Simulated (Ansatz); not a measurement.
Input file for Ansatz (a first-principles code): U-BHLYP/def2-TZVPPD on C2H6Ga (SMILES [CH3][Ga][CH3]). The basis file is the Basis Set Exchange's JSON of that set.

Ansatz 0.2 input:
```yaml
crystal:
  periodic: [false, false, false]
  atoms:
    - {symbol: Ga, position_ang: [-0.49859542, -0.85310862, 0.43946488]}
    - {symbol: C, position_ang: [1.48910444, -0.86407390, 0.07993707]}
    - {symbol: H, position_ang: [1.93192824, 0.02186389, 0.54314540]}
    - {symbol: H, position_ang: [1.98741262, -1.75557081, 0.45465191]}
    - {symbol: H, position_ang: [1.64020935, -0.79695522, -1.00120950]}
    - {symbol: C, position_ang: [-1.51446438, 0.82049487, -0.05800809]}
    - {symbol: H, position_ang: [-1.28616823, 1.07133137, -1.09744965]}
    - {symbol: H, position_ang: [-2.59098838, 0.71963084, 0.06218435]}
    - {symbol: H, position_ang: [-1.15853824, 1.63648759, 0.57738363]}
basis:
  gaussian:
    orbitals: def2-TZVPPD.json
hamiltonian:
  xc: {name: BHLYP}
magnetization: {spin_polarized: true, initial_magnetization: 1}
```

The log:

```
WARN ansatz: RAYON_NUM_THREADS=4 ignored (pool sized by the plan → 4); use --threads N
Functional definition: BHLYP
integrals: 0.14 GiB planned
1266 factors; their error is unknown
mean field: 1.84 GiB planned
mean field evaluation 1: about -54538.6725 eV, gradient 4.3e1 eV
mean field evaluation 2: about -54539.2024 eV, gradient 4.1e1 eV
mean field evaluation 4: about -54547.3377 eV, gradient 2.0e0 eV
mean field evaluation 8: about -54547.3490 eV, gradient 1.0e-1 eV
mean field evaluation 16: about -54547.6996 eV, gradient 1.8e-4 eV
mean field -54547.69956413 eV, -2004.5909852231 hartree, gradient 2.6e-5 eV, S^2 0.754020; 0 other end points of the search recorded, 0 dependent functions left out
reference -54547.69975835 eV, -2004.5909923604 hartree; 25, 24 occupied and 205, 206 virtual orbitals, 1266 factors
Total energy: -54547.69975835 eV, -2004.5909923604 hartree
```

The run converged.

Cost: very roughly 16 core-seconds.
